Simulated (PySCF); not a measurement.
Species: CH4F3PSi.
Numbering: `[F:1][C:2]([F:3])([F:4])[SiH2:5][PH2:6]` (hydrogens: H7, H8 on Si5; H9, H10 on P6)

Method: PBE0-D3(BJ)/def2-SVP geometry optimisation, gas phase (PySCF 2.14.0); density fitting, grid level 1; the optimiser is geomeTRIC in internal coordinates, started from a GFN2-xTB structure with every atom displaced at random (about 0.01 Å).

Step 2: E = -26391.1045 eV
```
atom  x, y, z in Å  |  force x, y, z in eV/Å
F1     -1.5773   -0.9414    1.1859    0.026  -0.017  -0.014
C2     -1.4438   -0.3055    0.0118   -0.014   0.105   0.031
F3     -2.5027    0.5096   -0.1216   -0.025  -0.068   0.039
F4     -1.5294   -1.2329   -0.9488    0.019   0.008  -0.055
Si5     0.2036    0.7172   -0.0742   -0.066   0.005   0.003
P6      1.8660   -0.7041   -0.6184    0.024  -0.067   0.011
H7      0.3324    1.3990    1.2453    0.011   0.015  -0.009
H8      0.0170    1.7189   -1.1611    0.036  -0.001  -0.004
H9      1.8015   -1.3805    0.6396   -0.002   0.006   0.000
H10     2.8844    0.1985   -0.1794   -0.010   0.013  -0.002
```

Step 3: E = -26391.1124 eV
```
atom  x, y, z in Å  |  force x, y, z in eV/Å
F1     -1.5226   -0.9804    1.1648    0.033  -0.017   0.000
C2     -1.4397   -0.2987    0.0117   -0.138   0.052  -0.012
F3     -2.5340    0.4765   -0.0679    0.110  -0.050   0.024
F4     -1.5150   -1.1955   -0.9811   -0.010   0.003  -0.028
Si5     0.1986    0.7320   -0.0852    0.032  -0.004   0.013
P6      1.8460   -0.7278   -0.6013   -0.054   0.021  -0.008
H7      0.3478    1.4273    1.2252   -0.012   0.005  -0.003
H8      0.0422    1.7299   -1.1803   -0.003  -0.021  -0.013
H9      1.7698   -1.3718    0.6722    0.004   0.007   0.016
H10     2.8587    0.1872   -0.1788    0.039   0.004   0.010
```

Step 4: E = -26391.1145 eV
```
atom  x, y, z in Å  |  force x, y, z in eV/Å
F1     -1.4960   -1.0037    1.1506    0.002  -0.015  -0.008
C2     -1.4396   -0.2974    0.0101   -0.051   0.023  -0.033
F3     -2.5396    0.4692   -0.0372    0.079  -0.034   0.026
F4     -1.5205   -1.1743   -1.0013   -0.033   0.010   0.002
Si5     0.1967    0.7362   -0.0905    0.041  -0.004   0.014
P6      1.8389   -0.7354   -0.5906   -0.036   0.032   0.005
H7      0.3490    1.4381    1.2159   -0.019   0.007  -0.002
H8      0.0467    1.7279   -1.1919   -0.010  -0.020  -0.014
H9      1.7585   -1.3607    0.6922    0.003   0.004   0.008
H10     2.8576    0.1790   -0.1784    0.024  -0.002   0.002
```

Step 5: E = -26391.1192 eV
```
atom  x, y, z in Å  |  force x, y, z in eV/Å
F1     -1.4418   -1.0635    1.1075   -0.013  -0.006   0.001
C2     -1.4394   -0.2956    0.0047    0.087  -0.095  -0.063
F3     -2.5416    0.4598    0.0438   -0.028   0.060   0.025
F4     -1.5562   -1.1194   -1.0494   -0.026   0.041   0.035
Si5     0.1956    0.7410   -0.1035    0.020  -0.010   0.014
P6      1.8313   -0.7498   -0.5613    0.011   0.026   0.025
H7      0.3445    1.4614    1.1932   -0.026   0.010  -0.003
H8      0.0525    1.7129   -1.2231   -0.013  -0.014  -0.010
H9      1.7436   -1.3312    0.7422    0.001  -0.006  -0.011
H10     2.8632    0.1633   -0.1751   -0.014  -0.006  -0.013
```

Q: Estimate the geometry and energy of step 6. (The exact step hangs on the optimiser's Hessian estimate; all steps are aligned on step 5, rigid shifts and turns removed.)

A: E = -26391.1249 eV, largest force 0.261 eV/Å
```
atom  x, y, z in Å  |  force x, y, z in eV/Å
F1     -1.3850   -1.1352    1.0475   -0.051  -0.004  -0.046
C2     -1.4384   -0.2953   -0.0021    0.199  -0.148  -0.083
F3     -2.5296    0.4573    0.1454   -0.104   0.084   0.028
F4     -1.6129   -1.0454   -1.1032   -0.026   0.055   0.109
Si5     0.1957    0.7392   -0.1192   -0.003  -0.002   0.011
P6      1.8304   -0.7657   -0.5231    0.042   0.011   0.030
H7      0.3300    1.4856    1.1640   -0.018   0.016  -0.003
H8      0.0549    1.6827   -1.2628   -0.004   0.001  -0.005
H9      1.7376   -1.2977    0.8012   -0.001  -0.009  -0.022
H10     2.8692    0.1532   -0.1687   -0.034  -0.003  -0.020
```

The energy changes by -0.0057 eV. The first-order estimate −F·Δx gives -0.0057 eV and the mean of the old and new forces, exact on a quadratic surface, -0.0037 eV. The step makes an angle of 82° with the force vector and moves no atom by more than 0.109 Å.

The cost below is that of the whole optimisation. Time: 49 s of wall time; peak memory 0.45 GiB. Hardware: one thread, Arm Neoverse V1 (aarch64), shared host with 64 logical CPUs at a one-minute load of 32.
